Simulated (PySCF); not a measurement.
Molecule: C3H14Si3, net charge 0, singlet state. 
Geometry from a B3LYP-D3(BJ)/def2-TZVP (Ansatz) optimisation:
SMILES: [SiH3][SiH](CCC)[SiH3]
```xyz
20

C      3.7056     0.1041     0.4163
C      2.3614     0.2392    -0.2951
C      1.2221    -0.4736     0.4433
Si    -0.4583    -0.3703    -0.4235
Si    -2.1063    -1.4820     0.8197
Si    -1.1111     1.8618    -0.7308
H      4.4983     0.6215    -0.1279
H      3.9938    -0.9454     0.5110
H      3.6589     0.5264     1.4228
H      2.4443    -0.1607    -1.3102
H      2.1171     1.2994    -0.4094
H      1.1140    -0.0585     1.4508
H      1.4703    -1.5316     0.5776
H     -0.3667    -1.0151    -1.7631
H     -2.2703    -0.8279     2.1428
H     -1.7379    -2.9021     1.0512
H     -3.4129    -1.4442     0.1176
H     -0.1790     2.5942    -1.6247
H     -2.4715     1.9315    -1.3194
H     -1.1349     2.5609     0.5795
```
Charge 0, spin multiplicity 1.

Dispersion corrections to the total energy (kcal/mol) from the dftd3 and dftd4 libraries through PySCF: D3(BJ) without and D4 with the three-body term, each with the damping fitted for the functional named.

```
functional  D3(BJ)      D4
----------  ------  ------
BLYP        -25.47  -24.35
BP86             …  -15.95
TPSSh       -14.40  -14.10
HF          -80.19  -36.69
CAM-B3LYP   -10.48       …
revPBE      -28.17       …
PBE0        -10.79   -9.92
```

What belongs in the gaps?


- BP86, D3(BJ): -20.36
- CAM-B3LYP, D4: -10.21
- revPBE, D4: -32.06
